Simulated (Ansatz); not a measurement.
A structure relaxed at r2SCAN-D4/def2-TZVPD in Ansatz, charge -1, doublet:

```xyz
3

Si    1.517    0.911    1.236
Te   -0.113   -0.723    0.554
Te   -1.405   -0.188   -1.790
```

(1) Give its formula and point group.

(2) Summarise the bond lengths by kind (pairs closer than 1.2 times the sum of covalent radii, bridged metal pairs left out).

Answers

(1) the cluster SiTe2⁻. Point group Cs (tolerance 0.1 Å).

(2) 1 × Si–Te 2.41 Å; 1 × Te–Te 2.73 Å.

In the def2 sets Te takes a core potential; there is no spin–orbit coupling. Another isomer (doublet) lies 1.42 eV lower at PBE0-D4/def2-TZVPD; other spin states weren't run for this one.
